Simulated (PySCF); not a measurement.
Predicted spectroscopic data

Method: GIAO PBE0/pcSseg-1 shieldings, structure optimised with GFN2-xTB, in PySCF 2.14 (no solvent model, non-relativistic, a single conformation, averaged over atoms made equivalent by symmetry, fast rotation or ring inversion).

Chemical shifts δ = σref − σ; TMS for 1H (31.72 ppm), 13C (186.93 ppm), all at this level. Splittings of carbon signals by F and P are missing where no couplings were computed. Where no couplings were computed, multiplicities follow the n + 1 count of equivalent neighbours, and m marks all less simple cases (inequivalent or close neighbours, rings, F or P nearby). Shifts are as computed. Against solution values, carbons near 30 ppm lie about +3 ppm off and those near 130 ppm about +5 ppm; carbons on Cl a further +6 ppm. Of 1211 compounds with measured shifts, 218 miss one by over three times the rms of a fit or turn the order of signals round; such compounds aren't used in these exercises. Carbons bonded to Cl come out too deshielded.

Compound 1 (C8H7F). 1H NMR (500 MHz, computed): δ 6.14 (m, 2H), 5.00 (m, 2H), 3.66 (m, 2H), 3.38 (m, 1H). 13C{1H} NMR (computed): δ 138.8, 124.0, 114.9, 59.6, 50.1. Structure: `InChI=1S/C8H7F/c9-8-5-1-3-6(8)7(8)4-2-5/h1-7H/t5-,6+,7-,8-`.

Compound 2 (C5H4ClF3O). 1H NMR (500 MHz, computed): δ 6.80 (m, 1H), 6.71 (m, 1H), 4.71 (m, 1H), 4.66 (m, 1H). 13C{1H} NMR (computed): δ 157.3, 152.7, 130.0, 129.7, 99.1. Structure: `InChI=1S/C5H4ClF3O/c1-2-10-4(3-6)5(7,8)9/h2-3H,1H2/b4-3-`.
